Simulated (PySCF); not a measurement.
# Distorted geometries of Hg2OF2

Hg2OF2 (singlet). PySCF 2.14.0, RKS PBE, Hg def2-SVP with ECP60, O def2-SVP, F def2-SVP; non-relativistic Hamiltonian with scalar-relativistic core potentials where named; density fitting; no spin-orbit coupling. Relaxed geometry:

```xyz
5

Hg   -0.1328   -0.1520    1.6851
Hg   -0.1328   -0.1520   -1.6851
O    -0.8205   -0.9388    0.0000
F     0.4715    0.5395    3.4071
F     0.4715    0.5395   -3.4071
```

**Question.** Order these distorted geometries by energy above the relaxed one, lowest first.
A.
```xyz
5

Hg   -0.0126   -0.1288    1.7853
Hg   -0.2951   -0.0225   -1.7618
O    -0.6138   -1.0585    0.0452
F     0.3955    0.5856    3.4351
F     0.3830    0.4605   -3.5038
```
B.
```xyz
5

Hg   -0.2502   -0.0833    1.6122
Hg   -0.1765   -0.2198   -1.5606
O    -0.8246   -1.0067   -0.0616
F     0.5393    0.5774    3.4351
F     0.5689    0.5687   -3.4252
```
C.
```xyz
5

Hg   -0.1221   -0.1533    1.6478
Hg   -0.1347   -0.2149   -1.6764
O    -0.8280   -0.9256   -0.0041
F     0.4756    0.5381    3.4391
F     0.4661    0.5921   -3.4063
```

**Answer.** C (0.10 eV), A (0.48 eV), B (0.96 eV).

**Question.** Which forces (eV/Å) act in the one that lies 0.96 eV up?

**Answer.** 
```
Hg   1.13  0.42  2.34
Hg   2.75  3.12 -6.96
O   -1.88 -1.97  4.03
F   -1.00 -0.53 -1.89
F   -1.01 -1.04  2.49
```
Forces carry noise of the integration grid, about 0.01 to 0.03 eV/Å.

No frequency check is given that shows the relaxed geometry to be a minimum, and it was reached by following one of several unstable modes of a saddle point.
